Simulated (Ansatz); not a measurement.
BH₃N, SMILES B=[NH2+], charge +1.

The structure is a stationary point at PBE0-D3(BJ)/def2-TZVP. The isomer is the one that the SMILES or the coordinates give; other isomers of the formula were not compared.

Two levels are set side by side: PBE/def2-TZVPD (Ansatz, a first-principles code) and ωB97X-V/def2-TZVPD (Ansatz). Energy differences of separate SCF runs at the same geometry; the states with an electron removed or added have multiplicity 2 and 2. Differences are taken from unrounded values.

```json
[
 {"quantity": "vertical ionisation energy (eV)", "ωB97X-V": "20.01"},
 {"quantity": "vertical electron affinity (eV)", "ωB97X-V": "6.16"},
 {"quantity": "vertical singlet–triplet gap (eV)", "ωB97X-V": "5.75"}
]
```

What does PBE give, and how far is it from ωB97X-V? (An estimate is asked for; the answer gives what the named calculation found.)


| quantity | PBE | PBE minus ωB97X-V |
|---|---|---|
| vertical ionisation energy (eV) | 20.17 | 0.17 |
| vertical electron affinity (eV) | 6.42 | 0.27 |
| vertical singlet–triplet gap (eV) | 5.59 | -0.15 |
